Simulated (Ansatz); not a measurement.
Cost against result

Saddle point of SiNH$_{5}$ClF, singlet (SiNH₄Cl ([NH2][SiH2][Cl]) + HF → SiH₂ClF ([F][SiH2][Cl]) + NH₃; bonds formed: Si1–F7, N2–H6; bonds broken: Si1–N2, H6–F7), PBE0-D4/def2-TZVP structure:

```xyz
9
angstrom
Si -0.7456 -0.3359 -0.1271
N 1.0637 0.0134 -0.0709
H -0.7660 -1.4069 -1.1699
H -1.2894 -0.9830 1.0782
Cl -1.7884 1.1230 -1.1148
H 0.7341 0.7995 0.7727
F -0.2878 1.1617 1.3279
H 1.4401 0.3902 -0.9327
H 1.6393 -0.7618 0.2364
```

Barriers are electronic and count from the start structure reached by relaxing down the imaginary mode.

Program: Ansatz 0.2.0. Basis: as named in each row. Cores are frozen in the correlated methods. B3LYP uses VWN-RPA correlation. Extrapolation: Hartree–Fock as exp(−7.88 √X), correlation as X^−2.97.

Times are rough, for one single point on 4 threads of a shared host (Arm Neoverse V1).

The estimate by CCSD(T) at an estimated basis limit (MP2 extrapolated from triple and quadruple zeta, plus CCSD(T) − MP2 in triple zeta) is 0.862 eV.

```
      method       basis  time (s)  barrier (eV)  method less estimate
          HF      STO-3G   under 1         1.710                 0.848
      PBE-D4      STO-3G   under 1        -0.354                -1.216
       SPW92    def2-SVP   under 1         0.144                -0.718
      PBE-D4    def2-SVP   under 1         0.402                -0.460
    B3LYP-D4       6-31G   under 1         0.302                -0.559
     PBE0-D4    def2-SVP   under 1         0.569                -0.293
       SPW92  def2-TZVPP         1         0.366                -0.496
      PBE-D4  def2-TZVPP         2         0.616                -0.245
     BLYP-D4  def2-TZVPP         2         0.734                -0.128
    BHLYP-D4  def2-TZVPP         2         0.928                 0.066
     CCSD(T)    def2-SVP         2         0.808                -0.054
    B3LYP-D4  def2-TZVPP         2         0.811                -0.051
CAM-B3LYP-D4  def2-TZVPP         2         0.781                -0.081
     PBE0-D4  def2-TZVPP         2         0.739                -0.123
   r2SCAN-D4  def2-TZVPP         3         0.668                -0.194
  RPA on PBE  def2-TZVPP         4         0.837                -0.024
     wB97M-V    def2-SVP         4         0.552                -0.310
  r2SCAN0-D4  def2-TZVPP         4         0.763                -0.099
      B2PLYP  def2-TZVPP         4         0.835                -0.027
    PBE-QIDH  def2-TZVPP         4         0.811                -0.051
     wB97X-V  def2-TZVPP         6         0.766                -0.096
     wB97M-V  def2-TZVPP         7         0.741                -0.121
      B97M-V  def2-TZVPP         8         0.780                -0.082
         MP2  def2-QZVPP        14         0.835                -0.027
     CCSD(T)  def2-TZVPP        72         0.861                -0.001
```

All methods are single points on the PBE0-D4 structures; a negative value means that the method puts the saddle structure below the start.

T1 diagnostic: at most 0.011.

Steps of this kind, hydrogen fluoride cutting a network bond, underlie vapour etching and the fluorination step of atomic layer etching.

Labels in which every atom is bracketed show which atoms are joined, not bond orders.
